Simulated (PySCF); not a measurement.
## Low-lying terms of V¹³⁺ (vanadium, charge +13)

Ground state [Ne], ¹S. Calculation: PySCF 2.14, in an uncontracted even-tempered set (19 s from 0.336 bohr⁻², ratio 2.5; 12 p from 0.432 bohr⁻², ratio 2.5; 7 d from 0.301 bohr⁻², ratio 2.7; 3 f from 24 bohr⁻², ratio 2.7); the spin-free X2C one-electron Hamiltonian (Gaussian nucleus). Vertical excitation energies in eV without spin-orbit coupling; excited terms of each kind are numbered among those the solver found. Frozen: 1s2.

| term | leading excitation | EOM-EE-CCSD |
| --- | --- | --- |
| 1 3P° | 2p → s | 521.97 |
| 1 1P° | 2p → s | 524.59 |
| 1 3S | 2p → p | 545.30 |
| 1 3D | 2p → p | 549.92 |
| 1 1D | 2p → p | 551.99 |
| 1 1P | 2p → p | 552.37 |
| 1 3P | 2p → p | 552.46 |
| 1 1S | 2p → p | 568.17 |
| 2 3P° | 2p → d | 584.71 |
| 1 3F° | 2p → d | 586.82 |
| 1 1F° | 2p → d | 588.90 |
| 1 1D° | 2p → d | 589.77 |
| 2 3S | 2s → s | 630.27 |
| 2 1S | 2s → s | 635.14 |

The solver can miss terms. The 22 highest virtual orbitals were dropped.
